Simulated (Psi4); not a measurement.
Cl4SW (SMILES [S]=[W]([Cl])([Cl])([Cl])[Cl]), singlet, at a GFN2-xTB geometry (such geometries of metal compounds can be far from the true shape) (core potentials on W); B3LYP/def2-SVP in Psi4.

Input for Psi4:
```
memory 2 GB

molecule {
0 1
W     0.05136557   -0.02213398    0.05443562
S     1.49823173   -0.64560426    1.58777894
Cl   -1.46040727    0.62930529   -1.54769376
Cl    0.27309176    2.15259903    0.49173666
Cl    1.19778788   -0.92365033   -1.63163749
Cl   -1.64416414   -1.15427854    0.95625937
}

set {
  basis def2-svp
}

energy('b3lyp')
print_variables()
```

Problem. What does Psi4 print? Leave out banner, timings and long lists.

Solution. 
```
   => Loading Basis Set <=

    Name: DEF2-SVP
    Role: ORBITAL
    Keyword: BASIS

    !!!  WARNING: ECP capability is in beta. Please check occupations closely.  !!!

         ---------------------------------------------------------
                                   SCF
               by Justin Turney, Rob Parrish, Andy Simmonett
                          and Daniel G. A. Smith
                              RKS Reference
         ---------------------------------------------------------

  ==> Geometry <==

    Molecular point group: c1
    Full point group: C1

    Geometry (in Angstrom), charge = 0, multiplicity = 1:

       Center              X                  Y                   Z               Mass
    ------------   -----------------  -----------------  -----------------  -----------------
         W            0.050741651834    -0.021865126146     0.053774408501   183.950930920000
         S            1.497607811834    -0.645335406146     1.587117728501    31.972071174400
         CL          -1.461031188166     0.629574143854    -1.548354971499    34.968852682000
         CL           0.272467841834     2.152867883854     0.491075448501    34.968852682000
         CL           1.197163961834    -0.923381476146    -1.632298701499    34.968852682000
         CL          -1.644788058166    -1.154009686146     0.955598158501    34.968852682000

  Running in c1 symmetry.

  Rotational constants: A =      0.03251  B =      0.02814  C =      0.02814 [cm^-1]
  Rotational constants: A =    974.71998  B =    843.61889  C =    843.61889 [MHz]
  Nuclear repulsion =  711.423414335397297

  Charge       = 0
  Multiplicity = 1
  Electrons    = 98
  Nalpha       = 49
  Nbeta        = 49

  ==> Algorithm <==

  SCF Algorithm Type is DF.
  DIIS enabled.
  MOM disabled.
  Fractional occupation disabled.
  Guess Type is SAD.
  Energy threshold   = 1.00e-06
  Density threshold  = 1.00e-06
  Integral threshold = 1.00e-12

  ==> Primary Basis <==

  Basis Set: DEF2-SVP
    Blend: DEF2-SVP
    Number of shells: 52
    Number of basis functions: 122
    Number of Cartesian functions: 132
    Spherical Harmonics?: true
    Max angular momentum: 3

  Core potential: DEF2-SVP
    Number of shells: 4
    Number of ECP primitives: 10
    Number of ECP core electrons: 60
    Max angular momentum: 3

  ==> DFT Potential <==

   => LibXC <=

    Version 7.1.2
    S. Lehtola, C. Steigemann, M. J. T. Oliveira, and M. A. L. Marques,  SoftwareX 7, 1–5 (2018) (10.1016/j.softx.2017.11.002)

   => Composite Functional: B3LYP <=

    B3LYP Hyb-GGA Exchange-Correlation Functional

    P. J. Stephens, F. J. Devlin, C. F. Chabalowski, and M. J. Frisch,  J. Phys. Chem. 98, 11623 (1994) (10.1021/j100096a001)

    Deriv               =              1
    GGA                 =           TRUE
    Meta                =          FALSE

    Exchange Hybrid     =           TRUE
    MP2 Hybrid          =          FALSE

   => Exchange Functionals <=

    0.0800   Slater exchange
    0.7200         Becke 88

   => Exact (HF) Exchange <=

    0.2000               HF

   => Correlation Functionals <=

    0.1900   Vosko, Wilk & Nusair (VWN5_RPA)
    0.8100   Lee, Yang & Parr

   => LibXC Density Thresholds  <==

    XC_HYB_GGA_XC_B3LYP:  1.00E-15

   => Molecular Quadrature <=

    Radial Scheme          =       TREUTLER
    Pruning Scheme         =           NONE
    Nuclear Scheme         =       TREUTLER

    Blocking Scheme        =         OCTREE
    BS radius alpha        =              1
    Pruning alpha          =              1
    Radial Points          =             75
    Spherical Points       =            302
    Total Points           =         128628
    Total Blocks           =           1078
    Max Points             =            256
    Max Functions          =            109
    Weights Tolerance      =       1.00E-15

   => Loading Basis Set <=

    Name: (DEF2-SVP AUX)
    Role: JKFIT
    Keyword: DF_BASIS_SCF

  ==> Integral Setup <==

  SCF_SUBTYPE=INCORE selected. In-core MEM_DF algorithm will be used.
  Using in-core AOs.

  ==> MemDFJK: Density-Fitted J/K Matrices <==

    J tasked:                   Yes
    K tasked:                   Yes
    wK tasked:                   No
    Algorithm:                 Core
    Schwarz Cutoff:           1E-12
    Mask sparsity (%):       6.7321
    Fitting Condition:        1E-10

   => Auxiliary Basis Set <=

  Basis Set: (DEF2-SVP AUX)
    Blend: DEF2-UNIVERSAL-JKFIT
    Number of shells: 235
    Number of basis functions: 867
    Number of Cartesian functions: 1116
    Spherical Harmonics?: true
    Max angular momentum: 6

  Minimum eigenvalue in the overlap matrix is 4.5691282398E-03.
  Reciprocal condition number of the overlap matrix is 1.0873438620E-03.
    Using symmetric orthogonalization.

  ==> Pre-Iterations <==

  SCF Guess: Superposition of Atomic Densities via on-the-fly atomic UHF (no occupation information).

   -------------------------
    Irrep   Nso     Nmo
   -------------------------
     A        122     122
   -------------------------
    Total     122     122
   -------------------------

  ==> Iterations <==

                           Total Energy        Delta E     RMS |[F,P]|

   @DF-RKS iter SAD: -2305.36646140725770   -2.30537e+03   0.00000e+00
   @DF-RKS iter   1: -2305.05059828229332    3.15863e-01   8.39078e-03 ADIIS/DIIS
   @DF-RKS iter   2: -2296.63116934169921    8.41943e+00   2.81210e-02 ADIIS/DIIS
   @DF-RKS iter   3: -2305.53900228860994   -8.90783e+00   4.31807e-03 ADIIS/DIIS
   @DF-RKS iter   4: -2305.48431837971930    5.46839e-02   4.47058e-03 ADIIS/DIIS
   @DF-RKS iter   5: -2305.66134853911262   -1.77030e-01   1.02410e-03 ADIIS/DIIS
   @DF-RKS iter   6: -2305.66364131329647   -2.29277e-03   8.55463e-04 ADIIS/DIIS
   @DF-RKS iter   7: -2305.66993199044055   -6.29068e-03   1.09075e-04 ADIIS/DIIS
   @DF-RKS iter   8: -2305.67004229941313   -1.10309e-04   2.89601e-05 DIIS
   @DF-RKS iter   9: -2305.67004850847979   -6.20907e-06   5.78806e-06 DIIS
   @DF-RKS iter  10: -2305.67004878117359   -2.72694e-07   2.26229e-06 DIIS
   @DF-RKS iter  11: -2305.67004882351057   -4.23370e-08   1.11798e-06 DIIS
   @DF-RKS iter  12: -2305.67004883426807   -1.07575e-08   2.95925e-07 DIIS
  Energy and wave function converged.

  ==> Post-Iterations <==

   Electrons on quadrature grid:
      Ntotal   =   97.9999957811 ; deviation = -4.219e-06

    Orbital Energies [Eh]
    ---------------------

    Doubly Occupied:

[...]
      49A     -0.297033

    Virtual:

[...]
     122A    574.553721

    Final Occupation by Irrep:
              A
    DOCC [    49 ]
    NA   [    49 ]
    NB   [    49 ]

  @DF-RKS Final Energy: -2305.67004883426807

   => Energetics <=

    Nuclear Repulsion Energy =            711.4234143353972968
    One-Electron Energy =               -4622.6638622950758872
    Two-Electron Energy =                1723.5662164734196722
    DFT Exchange-Correlation Energy =    -117.9958173480095098
    Empirical Dispersion Energy =           0.0000000000000000
    VV10 Nonlocal Energy =                  0.0000000000000000
    Total Energy =                      -2305.6700488342680728

Computation Completed

Properties will be evaluated at   0.000000,   0.000000,   0.000000 [a0]

Properties computed using the SCF density matrix

 Multipole Moments:

 ------------------------------------------------------------------------------------
     Multipole            Electronic (a.u.)      Nuclear  (a.u.)        Total (a.u.)
 ------------------------------------------------------------------------------------

 L = 1.  Multiply by 2.5417464519 to convert [e a0] to [Debye]
 Dipole X            :          6.1240210           -5.9395574            0.1844636
 Dipole Y            :         -2.6389254            2.5594195           -0.0795060
 Dipole Z            :          6.4900318           -6.2945563            0.1954755
 Magnitude           :                                                    0.2802832

 ------------------------------------------------------------------------------------

  Variable Map:
  ----------------------------------------------------------------------------
[...]
  Array Variable Map:
  ----------------------------------------------------------------------------
[...]
[...]
```
